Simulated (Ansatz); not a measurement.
Consider the ligand exchange at the Si–S bond: `C=CS[Si](O)(O)O` + `CNC` → `CN(C)[Si](O)(O)O` + `C=CS`.

Calculated with Ansatz (gas phase, PBE0-D4/def2-TZVP geometries, no zero-point term in ΔE). CCSD(T)/CBS adds triple-zeta CCSD(T) − MP2 to the extrapolated MP2 energy (def2 sets, frozen cores). This one scheme is used for every species. DFT in def2-TZVPP. Each species was taken in one conformer, which may not be the lowest.

| level | ΔE (eV) |
| --- | --- |
| PBE-D4 | 0.05 |
| PBE0-D4 | 0.02 |
| ωB97X-V | -0.06 |
| ωB97M-V | -0.06 |
| B2PLYP | -0.07 |
| PBE | 0.04 |
| HF/def2-QZVPP | -0.15 |
| MP2/def2-QZVPP | -0.04 |

(1) What does CCSD(T)/CBS give? (Estimate.)

Largest T1 diagnostic among the species: 0.012.

Results:

(1) Computed: -0.05 eV. The listed levels differ from it by 0.10, 0.07, -0.01, -0.01, -0.02, 0.09, -0.10, 0.01 eV.

From PBE to PBE0 (25 % exact exchange), in def2-TZVPP and without D4, ΔE moves by −0.03 eV. In def2-TZVPP, CCSD(T) changes the Hartree–Fock value by +0.06 eV (the triples alone add +0.03 eV) and MP2 by +0.09 eV.
